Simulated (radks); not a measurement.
Q: Neutral zirconium: order these configurations by energy. All-electron calculation, scalar-relativistic Kohn-Sham, LDA (Slater exchange, Perdew-Wang correlation), spin-polarised, spherical densities, finite nucleus; Fermi nuclear charge, rms radius of each element as measured or else 0.836 A^(1/3) + 0.57 fm. Program: a radial shooting solver on a logarithmic mesh with Libxc functionals. Open shells are filled with parallel spins first. [Kr] 4d1 5s2 5p1; [Kr] 4d2 5s1 5p1; [Kr] 4d2 5s2; [Kr] 4d3 5s1.

A: From the lowest, in eV above it: [Kr] 4d2 5s2 0.000; [Kr] 4d3 5s1 0.062; [Kr] 4d2 5s1 5p1 2.141; [Kr] 4d1 5s2 5p1 3.260.
